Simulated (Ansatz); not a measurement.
Ansatz (a quantum-chemistry and plane-wave program) input (CCSD(T)/def2-SVPD):

Ansatz 0.2 input:
```yaml
crystal:
  periodic: [false, false, false]
  atoms:
    - {symbol: In, position_ang: [-0.17607404, -0.46186303, -0.36809947]}
    - {symbol: Br, position_ang: [2.45299964, -0.16687288, -0.48244927]}
    - {symbol: Br, position_ang: [-0.87644635, -0.98146639, 2.13222340]}
    - {symbol: Br, position_ang: [-1.33004964, 1.79494752, -1.13443487]}
basis:
  gaussian:
    orbitals: def2-SVPD
total_charge: -1
magnetization: {spin_polarized: true, initial_magnetization: 1}
correlation: {method: ccsd_t, electrons: outside_noble_gas}
output: {forces: true}
```

End of the output:

```
mean field evaluation 8: about -215127.4048 eV, gradient 1.5e-1 eV
mean field evaluation 16: about -215127.0226 eV, gradient 5.7e0 eV
mean field evaluation 32: about -215123.0364 eV, gradient 7.5e-1 eV
mean field evaluation 64: about -215123.1961 eV, gradient 3.1e-3 eV
mean field -215127.40566888 eV, -7905.7863397386 hartree, gradient 1.2e-6 eV, S^2 0.758018; 0 other end points of the search recorded, 0 dependent functions left out
51 core orbitals not correlated
reference -215127.40566888 eV, -7905.7863397386 hartree; 13, 12 occupied and 91, 92 virtual orbitals, 1605 factors
densities: 2.45 GiB planned
second order -11.56843505 eV of doubles, -0.00000000 eV of singles
coupled cluster: 1.43 GiB planned
cycle   1  -12.23331609 eV  change   -6.6e-1 eV  update   7.7e-2
cycle   2  -12.44933802 eV  change   -2.2e-1 eV  update   2.5e-2
cycle   3  -12.49582542 eV  change   -4.6e-2 eV  update   1.3e-2
cycle   4  -12.49149214 eV  change    4.3e-3 eV  update   4.5e-3
cycle   5  -12.49009236 eV  change    1.4e-3 eV  update   2.0e-3
cycle   6  -12.49085760 eV  change   -7.7e-4 eV  update   8.1e-4
cycle   7  -12.49117733 eV  change   -3.2e-4 eV  update   3.1e-4
cycle   8  -12.49118043 eV  change   -3.1e-6 eV  update   1.1e-4
cycle   9  -12.49115568 eV  change    2.5e-5 eV  update   4.6e-5
cycle  10  -12.49114814 eV  change    7.5e-6 eV  update   1.6e-5
cycle  11  -12.49114851 eV  change   -3.6e-7 eV  update   6.0e-6
cycle  12  -12.49114917 eV  change   -6.6e-7 eV  update   2.3e-6
perturbative correction -0.37753881 eV, -0.0138742954 hartree
the calculation of the forces begins
Total energy: -215140.27435686 eV, -7906.2592552992 hartree
Atom 0 at    -0.176074    -0.461863    -0.368099 Å, force    -0.049245    -0.129177    -0.102952 eV/Å
Atom 1 at     2.453000    -0.166873    -0.482449 Å, force     0.079417     0.032897     0.016932 eV/Å
Atom 2 at    -0.876446    -0.981466     2.132223 Å, force    -0.009059     0.011250     0.086414 eV/Å
Atom 3 at    -1.330050     1.794948    -1.134435 Å, force    -0.021113     0.085030    -0.000394 eV/Å
Dipole moment:    -0.101373    -0.265914    -0.211931 e Å
```
